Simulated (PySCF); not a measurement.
Al(Cl)2(nPr), SMILES CC[CH2][Al]([Cl])[Cl] (B3LYP/def2-SVP optimised geometry):

```
13

Al     1.107    -0.829     0.000
Cl     3.216    -0.829     0.000
Cl     0.160    -2.714     0.002
C      0.104     0.843     0.000
C     -1.433     0.755     0.010
C     -2.118     2.124     0.012
H      0.451     1.421    -0.879
H      0.463     1.427     0.870
H     -1.779     0.176    -0.864
H     -1.768     0.179     0.891
H     -1.828     2.714     0.899
H     -3.216     2.027     0.019
H     -1.839     2.712    -0.879
```

Level of theory: B3LYP/def2-TZVP run with PySCF.

Problem. What are the frontier orbital energies and the dipole moment?

Solution. HOMO-2 -9.01 eV, HOMO-1 -8.76 eV, HOMO -8.11 eV, LUMO -1.11 eV, LUMO+1 -0.85 eV; dipole moment 2.21 D.

On the same geometry PySCF with PBE/def2-TZVP gives HOMO-2 -7.89 eV, HOMO-1 -7.64 eV, HOMO -7.07 eV, LUMO -1.69 eV, LUMO+1 -1.40 eV; dipole moment 2.22 D.

Meta-Löwdin charges at B3LYP/def2-TZVP: Al1 0.87, Cl2 -0.33, Cl3 -0.33, C4 -0.49, C5 -0.16, C6 -0.32, H7 0.12, H8 0.12, H9 0.10, H10 0.10, H11 0.10, H12 0.11, H13 0.10.
